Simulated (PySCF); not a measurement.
A structure optimised at PBE0-D3(BJ)/def2-SVP, used in a PySCF frequency run:

```
C
H 1 1.0991
H 1 1.0993 2 107.86
H 1 1.0993 2 107.86 3 118.14
S 1 1.8299 2 106.72 3 -120.93
Zn 5 2.1820 1 100.54 2 180.00
H 6 1.5396 1 145.07 2 180.00
```

### Question
Write its SMILES, formula and point group.

### Answer
C[S][ZnH], CH₄SZn, Cs

### Question
What are its rotational constants (standard atomic weights)?

### Answer
15.995, 2.9523, 2.5328 GHz
